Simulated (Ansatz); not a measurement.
Z-matrix (Å, degrees):
```
C
C 1 1.485
H 1 1.093 2 110.8
H 1 1.093 2 110.8 3 -119.2
H 1 1.091 2 110.1 3 120.4
I 2 2.087 1 117.2 3 59.6
C 2 1.323 1 126.0 3 -120.4
F 7 1.340 2 121.0 1 -0.0
H 7 1.082 2 126.1 1 -180.0
```

Total charge 0; spin multiplicity 1. I: def2 effective core potential.

Question: List the r2SCAN/def2-TZVPP orbital energies in eV (the Gaussian-basis code of Ansatz). (Best estimate.)

Answer: The calculation gave: Occupied: -666.96, -275.50, -274.65, -273.54, -184.73, -130.89, -130.55, -130.55, -50.66, -50.55, -50.54, -50.27, -50.27, -32.62, -21.60, -18.63, -18.03, -14.97, -13.58, -12.33, -11.97, -10.94, -10.63, -9.54, -9.18, -7.72, -6.83, -6.00. Lowest empty: -1.59, -0.78, 1.47, 2.32, 2.65, 3.11, 3.13, 3.62.
